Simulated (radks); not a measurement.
The numbers below are computed, except where a source is named.
Numerical settings for the fluorine ion F+, [He] 2s2 2p4. Code: a radial shooting solver on a logarithmic mesh with Libxc functionals. Model: non-relativistic Kohn-Sham, BLYP, spin-polarised, spherical densities, point nucleus; open shells are filled with parallel spins first. The defaults (mesh step 0.008 in ln r, mesh end at 40 bohr or more with all orbitals vanishing there, Anderson mixing 0.5 over 9 steps, residual threshold near 1e-9 with the energy settled to 1e-9 hartree or 1e-11 of itself, here a cap of 79 iterations) give E = -99.1017 hartree and 2p at -26.021 eV in 14 iterations. Run on one thread of a shared host, so times are rough (Arm Neoverse N1): 0.11 s of CPU time, 0.11 s wall, 14 iterations on 2476 mesh points. Changes against that run (0 stands for a change within the tolerance of the run):

setting	iterations	converged	E (mhartree)	e(2p) (meV)	CPU (s)
mesh step in ln r 0.12	4	no	diverged	-	0.01
mesh step in ln r 0.2	79	no	-5.54e+05	-	0.24
mesh step in ln r 0.012	14	yes	0	0	0.08
mesh end (bohr) 3	14	yes	+68.1	+1.96e+03	0.1
mesh end (bohr) 2	14	yes	+1.01e+03	+1.51e+04	0.1
residual threshold 0.001	8	yes	0	-0.862	0.07
residual threshold 0.01	8	yes	0	-0.862	0.07
mixing 0.01	22	yes	0	0	0.17
linear mixing, mixing 0.5	31	yes	0	0	0.19
linear mixing, mixing 0.2	79	no	0	0	0.45
mixing history 20	18	yes	0	0	0.14
iteration cap 5	5	no	+0.0982	+200	0.04

Settings that end as converged yet miss the energy by more than 1 mhartree: mesh end (bohr) 3 (+0.0681 hartree); mesh end (bohr) 2 (+1.01 hartree). A mesh that ends early acts as a hard wall.
